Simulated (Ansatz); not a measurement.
C$_{2}$H$_{9}$AlSSi at its PBE0-D4/def2-TZVP geometry, where that method's forces vanish. Total charge 0; spin multiplicity 1. The bonds changed during the relaxation, so this is another structure than the one it started from.

```xyz
14

Al   -0.7279   -2.0334    1.2046
C    -0.1348   -0.7217   -0.1348
S    -1.8407   -0.0392    0.2918
C     0.9268    0.3225    0.1707
Si    0.8699    1.8915   -0.8761
H    -1.5189   -3.3180    0.7135
H    -0.2762   -1.7601    2.6997
H    -0.1628   -0.9744   -1.1945
H    -2.5439   -0.7611   -0.5959
H     1.9032   -0.1482    0.0056
H     0.9166    0.5936    1.2331
H    -0.2773    2.7624   -0.5107
H     0.7405    1.5153   -2.3113
H     2.1254    2.6706   -0.6957
```

Problem. What forces (eV/Å) does ωB97M-V/def2-TZVPP give on these atoms in the Gaussian-basis code of Ansatz? (An estimate is asked.)

Solution. Computed: 
```
Al1  0.026 -0.135  0.079
C2  -0.077 -0.229 -0.094
S3  -0.153  0.058 -0.076
C4   0.185  0.154  0.043
Si5  0.003  0.102 -0.061
H6   0.079  0.132  0.050
H7  -0.042 -0.024 -0.148
H8   0.008  0.021  0.088
H9   0.051  0.057  0.065
H10 -0.067  0.042  0.019
H11 -0.005 -0.021 -0.061
H12  0.125 -0.097 -0.040
H13  0.009  0.032  0.154
H14 -0.142 -0.093 -0.017
```
